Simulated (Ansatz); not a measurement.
Consider the ligand exchange at a Zr–S bond: `[OH][Zr]([OH])([OH])[SH]` + HI → `[OH][Zr]([OH])([OH])[I]` + H₂S.

Program: Ansatz. Geometries: PBE0-D4/def2-TZVP. ΔE: electronic, gas phase. CCSD(T)/CBS adds triple-zeta CCSD(T) − MP2 to the extrapolated MP2 energy (def2 sets, frozen cores). This one scheme is used for every species. DFT in def2-TZVPP. def2 core potentials past Kr. For I, Zr outer-core shells are correlated without core-valence functions, which leaves a few kJ/mol of doubt a bond. One conformer a species, not always the lowest.

CCSD(T)/CBS gives -0.69 eV.

Task: Another level gave -0.62 eV. Which?
A. ωB97M-V/def2-TZVPP
B. HF/def2-TZVPP
C. SCS-MP2/def2-TZVPP
D. PBE-D4/def2-TZVPP

Result: D. PBE-D4 -0.62, HF/def2-TZVPP -0.80, ωB97M-V -0.68, SCS-MP2/def2-TZVPP -0.73 eV.

Largest T1 diagnostic among the species: 0.017.

From BLYP to BHLYP (50 % exact exchange), in def2-TZVPP and without D4, ΔE moves by −0.11 eV. In def2-TZVPP, CCSD(T) changes the Hartree–Fock value by +0.12 eV (the triples alone add +0.01 eV) and MP2 by +0.05 eV.
